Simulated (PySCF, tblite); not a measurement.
Compound: C8H14OSi.
Structure used (GFN2-xTB), in Å, numbered top down from 1:
```
atom  x, y, z in Å
C1     3.6475    0.9160   -0.8221
C2     3.4756    0.0880    0.1917
C3     2.9188   -1.2975    0.0767
C4     1.5306   -1.3078    0.7047
O5     1.3073   -1.8377    1.7697
C6     0.5060   -0.5929   -0.0766
C7    -0.7579   -0.4971    0.3395
Si8   -2.1494    0.4102   -0.5601
C9    -3.6592   -0.7425   -0.6621
C10   -2.5897    1.9633    0.4474
H11    4.0428    1.9077   -0.6827
H12    3.4151    0.6351   -1.8367
H13    3.7162    0.3991    1.1994
H14    2.8443   -1.5945   -0.9706
H15    3.5517   -2.0027    0.6186
H16    0.8302   -0.1444   -1.0041
H17   -0.9798   -0.9805    1.2858
H18   -1.6938    0.7865   -1.9093
H19   -4.4857   -0.2596   -1.1750
H20   -4.0087   -1.0242    0.3274
H21   -3.4274   -1.6569   -1.1998
H22   -2.8807    1.7046    1.4619
H23   -1.7481    2.6467    0.5114
H24   -3.4176    2.5011   -0.0049
```

Level of theory: PBE0/pcSseg-1 in PySCF (dipole) on a GFN2-xTB geometry, gas phase.

Masses are those of the commonest isotopes; rigid-rotor values at the optimised geometry. The values belong to one conformer with, in the numbering `[CH2:1]=[CH:2][CH2:3][C:4](=[O:5])/[CH:6]=[CH:7]/[SiH:8]([CH3:9])[CH3:10]`, C1–C2–C3–C4 -110°, C2–C3–C4–O5 -107°, C3–C4–C6–C7 -179°, C6–C7–Si8–C9 131°.

Q: Give the principal moments of inertia and the rotational constants in MHz.

A: Ia = 270.97, Ib = 1074.85, Ic = 1204.73 u·Å²; 505379 MHz·u·Å²/I gives A = 1865, B = 470.2, C = 419.5 MHz.

Q: Classify the top.

A: A near-prolate asymmetric top: κ = (2 × 470.2 − 1865 − 419.5)/(1865 − 419.5) = -0.93.

Q: Is it planar, by Δ = Ic − Ia − Ib?

A: Not planar: Δ = Ic − Ia − Ib = -141.09 u·Å². For a rigid frame Δ = −2 Σ m c², so Σ m c² = 70.55 u·Å² lies off the ab plane: 22.19 from hydrogen and 48.36 from heavier atoms. The atom farthest from that plane is 2.10 Å away.

Q: Give the other two planar moments, Paa and Pbb, and the rms extents of the mass along the axes.

A: Paa = Σ m a² = (Ib + Ic − Ia)/2 = 1004.31 and Pbb = Σ m b² = (Ia + Ic − Ib)/2 = 200.42 u·Å². With the mass M = 154.08 u, the rms extents √(P/M) along a, b and c are 2.55, 1.14, 0.68 Å.

Q: Where do the levels up to J = 3 lie, in MHz?

A: Above 0(0,0):
J = 1: 1(0,1) 890, 1(1,1) 2285, 1(1,0) 2335
J = 2: 2(0,2) 2668, 2(1,2) 4013, 2(1,1) 4165, 2(2,1) 8350, 2(2,0) 8351
J = 3: 3(0,3) 5331, 3(1,3) 6605, 3(1,2) 6910, 3(2,2) 11019, 3(2,1) 11026, 3(3,1) 18121, 3(3,0) 18121
The levels of one J sum to (2J + 1)J(J + 1)(A + B + C)/3.

Q: Predict some low-J microwave lines.

A: The dipole components are |μa| = 0.89 D, |μb| = 2.02 D, |μc| = 1.16 D. Intensities carry the squares of the components, which stand as 0.19 : 1.00 : 0.33 (a : b : c). Some lines, for components of 0.1 D or more:

```
type  branch         J(Ka,Kc)   MHz  lower level (cm⁻¹)
   b       R  2(0,2) ← 1(1,1)   383               0.076
   a       R  1(0,1) ← 0(0,0)   890               0.000
   c       Q  2(1,2) ← 2(0,2)  1346               0.089
   c       Q  1(1,1) ← 1(0,1)  1395               0.030
   b       Q  1(1,0) ← 1(0,1)  1446               0.030
   b       Q  2(1,1) ← 2(0,2)  1498               0.089
   a       R  2(1,2) ← 1(1,1)  1729               0.076
   a       R  2(0,2) ← 1(0,1)  1778               0.030
   a       R  2(1,1) ← 1(1,0)  1830               0.078
   b       R  1(1,1) ← 0(0,0)  2285               0.000
   c       R  1(1,0) ← 0(0,0)  2335               0.000
   c       R  2(1,1) ← 1(0,1)  3276               0.030
   c       Q  2(2,1) ← 2(1,1)  4185               0.139
   b       Q  2(2,0) ← 2(1,1)  4186               0.139
   b       Q  2(2,1) ← 2(1,2)  4337               0.134
   b       R  2(2,1) ← 1(1,0)  6015               0.078
   c       R  2(2,0) ← 1(1,0)  6016               0.078
   c       R  2(2,1) ← 1(1,1)  6065               0.076
   b       R  2(2,0) ← 1(1,1)  6067               0.076
```

Q: Estimate the classical rotational partition function at 25 K, 50 K and 100 K.

A: Point group C1, symmetry number σ = 1; q = (√π/σ)·√((kT/h)³/(ABC)), k/h = 20836.6 MHz/K: 34700 at 25 K, 98300 at 50 K, 278000 at 100 K.

Its lowest GFN2-xTB frequency is 10 cm⁻¹, too small to tell a flat minimum from a shallow saddle. Zero-point vibration and centrifugal distortion are left out. A rigid rotor knows nothing of internal rotation, which can split or shift real lines.

Hardware: Intel Xeon at 2.50 GHz, one thread, no GPU, on a shared host. Cost: 3.4 min (with the writing of density and orbital grids), 1.1 GiB resident at most. This is the PBE0/pcSseg-1 job that gave the dipole, with the shieldings it also computed.
